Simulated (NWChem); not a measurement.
System: PbH₂S, singlet; SMILES [SH][PbH]

The following NWChem deck was run.

```
start job
memory heap 200 mb stack 900 mb global 1100 mb
geometry units angstroms noautoz
  Pb     0.055389     0.449014     0.000000
  H     -1.795845     0.514457     0.000000
  S     -0.084405    -2.082135     0.000000
  H      1.254242    -2.272117     0.000000
end
basis spherical
  * library def2-svp
end
ecp
  Pb library def2-ecp
end
dft
  xc xwpbe 1.00 cpbe96 1.0 hfexch 1.00
  cam 0.15 cam_alpha 0.0 cam_beta 1.0
  iterations 150
  vectors input atomic output neutral.movecs
end
task dft energy
charge 1
dft
  odft
  mult 2
  vectors input atomic output cation.movecs
end
task dft energy
```

Output (shortened):

```
             Northwest Computational Chemistry Package (NWChem) 7.3.0
             --------------------------------------------------------

 CS  symmetry detected

                             Geometry "geometry" -> ""
                             -------------------------

 Output coordinates in angstroms (scale by  1.889725989 to convert to a.u.)

  No.       Tag          Charge          X              Y              Z
 ---- ---------------- ---------- -------------- -------------- --------------
    1 Pb                  82.0000     0.01403448     0.43227897     0.00000000
    2 H                    1.0000    -1.83835508     0.43402534     0.00000000
    3 S                   16.0000    -0.03863885    -2.10218017     0.00000000
    4 H                    1.0000     1.30574934    -2.24601809     0.00000000

 Effective nuclear repulsion energy (a.u.)     321.0082155466

      Symmetry information
      --------------------

 Group name             Cs
 Group number              2
 Group order               2
 No. of unique centers     4

 Summary of "ao basis" -> "ao basis" (spherical)
 ------------------------------------------------------------------------------
       Tag                 Description            Shells   Functions and Types
 ---------------- ------------------------------  ------  ---------------------
 Pb                         def2-svp                10       26   4s4p2d
 H                          def2-svp                 3        5   2s1p
 S                          def2-svp                 8       18   4s3p1d

      Symmetry analysis of basis
      --------------------------

        a'         39
        a"         15

            General Information
            -------------------
          SCF calculation type: DFT
          Wavefunction type:  closed shell.
          No. of atoms     :     4
          No. of electrons :    40
           Alpha electrons :    20
            Beta electrons :    20
          Charge           :     0
          Spin multiplicity:     1
          Use of symmetry is: on ; symmetry adaption is: on
          Maximum number of iterations: 150
          AO basis - number of functions:    54
                     number of shells:    24
          Convergence on energy requested:  1.00D-06
          Convergence on density requested:  1.00D-05
          Convergence on gradient requested:  5.00D-04

              XC Information
              --------------
                     Hartree-Fock (Exact) Exchange  1.000
                     LC-wPBE(h)Exchange Functional  1.000
            Perdew 1991 LDA Correlation Functional  1.000 local
           PerdewBurkeErnz. Correlation Functional  1.000 non-local

           Range-Separation Parameters
           ---------------------------
           Alpha           :  0.00
           Beta            :  1.00
           Gamma           :  0.15
           Short-Range HF  :     F

             Grid Information
             ----------------
          Grid used for XC integration:  medium
          Radial quadrature: Mura-Knowles
          Angular quadrature: Lebedev.
          Tag              B.-S. Rad. Rad. Pts. Rad. Cut. Ang. Pts.
          ---              ---------- --------- --------- ---------
          Pb                  1.80      123          10.0       590
          H                   0.35       45          11.0       434
          S                   1.00       88          10.0       590
          Grid pruning is: on
          Number of quadrature shells:   301
          Spatial weights used:  Erf1

      Superposition of Atomic Density Guess
      -------------------------------------

 Sum of atomic energies:        -617.70596974

      Non-variational initial energy
      ------------------------------

 Total energy =    -590.242670
 1-e energy   =   -1071.219928
 2-e energy   =     388.185183
 HOMO         =      -0.245865
 LUMO         =      -0.055308

      Symmetry analysis of molecular orbitals - initial
      -------------------------------------------------

  Numbering of irreducible representations:

     1 a'          2 a"

  Orbital symmetries:

     1 a'          2 a'          3 a'          4 a'          5 a"
     6 a'          7 a'          8 a'          9 a"         10 a'
    11 a'         12 a'         13 a"         14 a"         15 a'
    16 a'         17 a'         18 a'         19 a"         20 a'
    21 a"         22 a'         23 a'         24 a'         25 a'
    26 a'         27 a'         28 a"         29 a'         30 a"

   convergence    iter        energy       DeltaE   RMS-Dens  Diis-err
 ---------------- ----- ----------------- --------- --------- ---------
 d= 0,ls=0.0,diis     1   -591.9743514902 -6.85D+02  2.21D-02  2.78D-01
 d= 0,ls=0.0,diis     2   -591.9863343836 -1.20D-02  9.86D-03  1.94D-01
 d= 0,ls=0.0,diis     3   -592.0179382483 -3.16D-02  2.61D-03  1.45D-02
 d= 0,ls=0.0,diis     4   -592.0204200096 -2.48D-03  4.48D-04  4.95D-04
 d= 0,ls=0.0,diis     5   -592.0205074253 -8.74D-05  8.55D-05  7.96D-06
  Resetting Diis
 d= 0,ls=0.0,diis     6   -592.0205097318 -2.31D-06  3.02D-05  7.68D-07
 d= 0,ls=0.0,diis     7   -592.0205100335 -3.02D-07  1.19D-05  7.05D-08
 d= 0,ls=0.0,diis     8   -592.0205100747 -4.13D-08  4.31D-06  2.17D-08

         Total DFT energy =     -592.020510074724
      One electron energy =    -1072.530733002594
           Coulomb energy =      430.022482106680
    Exchange-Corr. energy =      -42.304334529406
 Nuclear repulsion energy =       92.792075350597

 Numeric. integr. density =       39.999988757759

                  Occupations of the irreducible representations
                  ----------------------------------------------

                     irrep           alpha         beta
                     --------     --------     --------
                     a'               15.0         15.0
                     a"                5.0          5.0

                       DFT Final Molecular Orbital Analysis
                       ------------------------------------

 Vector   18  Occ=2.000000D+00  E=-3.265018D-01  Symmetry=a'
              MO Center= -4.5D-01, -7.8D-01, -3.9D-16, r^2= 3.8D+00
   Bfn.  Coefficient  Atom+Function         Bfn.  Coefficient  Atom+Function
  ----- ------------  ---------------      ----- ------------  ---------------
    43      0.410054  3 S  py                40      0.314571  3 S  py
    27     -0.259633  2 H  s                 11      0.239336  1 Pb px
    12     -0.236114  1 Pb py                37      0.180742  3 S  py
    28     -0.171687  2 H  s                 21      0.145285  1 Pb d  2
    14      0.137011  1 Pb px                15     -0.096512  1 Pb py

 Vector   19  Occ=2.000000D+00  E=-2.979703D-01  Symmetry=a"
              MO Center= -1.1D-02, -1.8D+00,  1.1D-16, r^2= 2.1D+00
   Bfn.  Coefficient  Atom+Function         Bfn.  Coefficient  Atom+Function
  ----- ------------  ---------------      ----- ------------  ---------------
    44      0.606687  3 S  pz                41      0.422071  3 S  pz
    38      0.243413  3 S  pz                13      0.166883  1 Pb pz
    16      0.148050  1 Pb pz                18      0.070043  1 Pb d -1
    10     -0.060561  1 Pb pz                 7     -0.059204  1 Pb pz
    23     -0.044509  1 Pb d -1

 Vector   20  Occ=2.000000D+00  E=-2.877407D-01  Symmetry=a'
              MO Center= -3.0D-01, -1.1D-01, -1.1D-15, r^2= 4.3D+00
   Bfn.  Coefficient  Atom+Function         Bfn.  Coefficient  Atom+Function
  ----- ------------  ---------------      ----- ------------  ---------------
     3      0.346930  1 Pb s                 11      0.313874  1 Pb px
    43     -0.311974  3 S  py                27     -0.282839  2 H  s
     4      0.245514  1 Pb s                 28     -0.241371  2 H  s
     1     -0.224143  1 Pb s                 40     -0.221753  3 S  py
    12      0.207445  1 Pb py                14      0.170068  1 Pb px

 Vector   21  Occ=0.000000D+00  E=-5.028403D-02  Symmetry=a"
              MO Center=  8.4D-04,  2.1D-01,  6.9D-13, r^2= 4.0D+00
   Bfn.  Coefficient  Atom+Function         Bfn.  Coefficient  Atom+Function
  ----- ------------  ---------------      ----- ------------  ---------------
    16      0.567781  1 Pb pz                13      0.553865  1 Pb pz
    44     -0.308852  3 S  pz                10     -0.188426  1 Pb pz
     7     -0.182660  1 Pb pz                41     -0.174194  3 S  pz
    38     -0.099902  3 S  pz                46      0.027408  3 S  d -1

 Vector   22  Occ=0.000000D+00  E= 2.847351D-02  Symmetry=a'
              MO Center=  3.9D-02,  2.5D-01, -7.5D-16, r^2= 5.3D+00
   Bfn.  Coefficient  Atom+Function         Bfn.  Coefficient  Atom+Function
  ----- ------------  ---------------      ----- ------------  ---------------
    15      0.839411  1 Pb py                43      0.527881  3 S  py
    35      0.458874  3 S  s                 12      0.411974  1 Pb py
    14     -0.230823  1 Pb px                 3     -0.221792  1 Pb s
    40      0.217340  3 S  py                28     -0.188154  2 H  s
    34      0.180604  3 S  s                  9     -0.143290  1 Pb py

 Vector   23  Occ=0.000000D+00  E= 7.510529D-02  Symmetry=a'
              MO Center=  1.9D-01,  1.6D-01,  1.1D-15, r^2= 5.6D+00
   Bfn.  Coefficient  Atom+Function         Bfn.  Coefficient  Atom+Function
  ----- ------------  ---------------      ----- ------------  ---------------
    28      1.061161  2 H  s                 14      0.972470  1 Pb px
     3     -0.602233  1 Pb s                 42     -0.385211  3 S  px
    51      0.352377  4 H  s                 11      0.325876  1 Pb px
     1      0.258519  1 Pb s                  4     -0.230529  1 Pb s
    15      0.218311  1 Pb py                27      0.214235  2 H  s

     Multipole analysis of the density
     ---------------------------------

[...]
```

Level: LC-wPBE (HJS exchange hole, range parameter 0.15 per bohr)/def2-SVP with def2 effective core potentials on Pb, vertical spin-unrestricted ions. Low-valent species are run as closed-shell singlets; no triplet was tried in these runs. Structure relaxed at the PBE0/def2-SVP level. def2 effective core potentials on Pb; no spin-orbit coupling.
